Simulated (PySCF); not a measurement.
Does the answer move with the share of exact exchange?

Compound: C₃H₈O₂Si.
SMILES: `CC(=O)C[SiH2]O`

Torsions of this conformer, `[CH3:1][C:2](=[O:3])[CH2:4][SiH2:5][OH:6]`: C1–C2–C4–Si5 126°, C2–C4–Si5–O6 52°, H–O6–Si5–C4 -26°.

PySCF, pcSseg-1 basis, density fitting, gas phase, PBE0-D3(BJ)/def2-SVP geometry. One functional is left out:

```
functional  exact exchange (%)  HOMO energy (eV)  LUMO energy (eV)  dipole moment (D)
     B97-D                   0             -6.17             -1.91              3.726
      BLYP                   0             -6.03             -1.85              3.668
      BP86                   0             -6.26             -2.09              3.724
       LDA                   0             -6.32             -2.23              3.860
      OPBE                   0             -6.08             -1.90              3.643
       PBE                   0             -6.14             -1.99              3.681
     B3LYP                  20             -7.48             -1.14              3.867
      PBE0                  25             -7.74             -0.90              3.911
  mPW1PW91                  25             -7.78             -0.92              3.934
 BHandHLYP                  50             -9.25              0.34              4.103
```

Predict the row of B97-2 (21 % exact exchange) by straight lines through the other rows, and check it.

| property | line | computed | computed − line | B3LYP (20 %), for comparison |
| --- | --- | --- | --- | --- |
| HOMO energy (eV) | -7.49 | -7.46 | +0.03 | -7.48 |
| LUMO energy (eV) | -1.05 | -0.97 | +0.08 | -1.14 |
| dipole moment (D) | 3.882 | 3.891 | +0.009 | 3.867 |

Which of these properties follows the share of exact exchange most closely, and which least?

Most closely the HOMO energy, least the dipole moment; the correlations over the tabulated rows are HOMO energy -0.997, LUMO energy 0.990, dipole moment 0.920. The HOMO energy moves by -0.624 eV for every 10 %. Functionals with the same share still differ in their other parts: at 0 % BLYP and LDA differ by 0.29 eV in it.
